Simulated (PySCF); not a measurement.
**Basis and Hamiltonian dependence of the ionisation energy of Os²⁺**

Os²⁺ [Xe] 4f14 5d6 (5D) → Os³⁺ [Xe] 4f14 5d5 (6S). Calculated with PySCF 2.14 from differences of total energies of unrestricted determinants, without spin-orbit coupling. Values in eV.

```csv
basis,Hamiltonian,functions,UHF,PBE,PBE0,MP2 (valence),CCSD(T) (valence)
def2-SVP with the def2 core potential (60 electrons),ECP,32,24.924,n/a,n/a,25.708,n/a
def2-TZVP with the def2 core potential (60 electrons),ECP,40,24.904,n/a,n/a,25.813,n/a
aug-cc-pVDZ-PP with ECP60MDF,ECP,54,24.884,26.966,26.753,25.863,26.001
def2-TZVPPD with the def2 core potential (60 electrons),ECP,59,24.957,26.996,26.790,26.138,26.256
aug-cc-pwCVDZ-PP with ECP60MDF,ECP,70,24.874,26.934,26.724,25.936,26.050
aug-cc-pVTZ-PP with ECP60MDF,ECP,88,24.873,26.930,26.720,26.127,26.243
def2-QZVPPD with the def2 core potential (60 electrons),ECP,88,24.956,26.989,26.782,26.208,26.318
def2-QZVPP with the def2 core potential (60 electrons),ECP,88,24.956,26.989,26.782,26.208,n/a
x2c-TZVPPall,spin-free X2C,97,24.943,27.008,26.789,26.110,26.234
ANO-RCC-VTZP,spin-free X2C,104,24.937,27.001,26.783,26.084,26.209
"x2c-TZVPPall with one added diffuse shell each of s, p, d, f type",spin-free X2C,113,24.941,27.006,26.788,26.109,26.234
"aug-cc-pVTZ-PP with one added diffuse shell each of s, p, d, f, g type with ECP60MDF",ECP,113,24.874,26.930,26.720,26.128,n/a
aug-cc-pwCVTZ-PP with ECP60MDF,ECP,122,24.876,26.931,26.721,26.192,n/a
aug-cc-pVQZ-PP with ECP60MDF,ECP,135,24.880,26.935,26.724,26.254,n/a
```

Extrapolation of MP2 (valence) from aug-cc-pVTZ-PP with ECP60MDF and aug-cc-pVQZ-PP with ECP60MDF: the correlation parts are 1.254 and 1.375 eV; with the X⁻³ form and unrounded values, (4³ × 1.375 − 3³ × 1.254)/(4³ − 3³) = 1.463 eV, and adding the Hartree-Fock value 24.880 eV of the larger basis gives 26.343 eV.

Frozen in the all-electron rows: valence: [Xe] 4f14; with a core potential, the same shells as far as they lie outside it.

Between the lowest levels the reference is 25 ± 1.6 eV (theoretical estimate listed by NIST; NIST Atomic Spectra Database, ionization energies); it includes spin-orbit coupling, which these numbers lack.
